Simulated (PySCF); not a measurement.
# Converging RbF in the basis (CCSD(T))

PySCF, RHF reference; singlet, unpaired electrons none; De to Rb + F without counterpoise correction. Frozen cores follow the default of each basis and core potential.

```
     basis                           relativity  functions  Re (Å)  ωe (cm⁻¹)  De (eV)  frozen orbitals
  def2-SVP  scalar-relativistic core potentials         38   2.322        399     3.95                1
 def2-SVPD  scalar-relativistic core potentials         50   2.382        356     4.81                1
def2-TZVPP  scalar-relativistic core potentials         71   2.344        369     4.55                1
```

(1) How does each smaller set differ from the one with most functions, def2-TZVPP?

Correlated steps freeze 1 core orbital. Correlated levels converge slowly with the basis: in double zeta they bind strong bonds too weakly, by up to about 1 eV, and carry superposition errors of some tenths. Where the molecule has an RHF reference, its open-shell atoms are computed with UHF.

## Answers

(1) def2-SVP: -2.2 pm, +8.1 % in ωe, -0.60 eV in De; def2-SVPD: +3.8 pm, -3.5 % in ωe, +0.26 eV in De. All at CCSD(T); the set with most functions is neither the basis-set limit nor always the best.
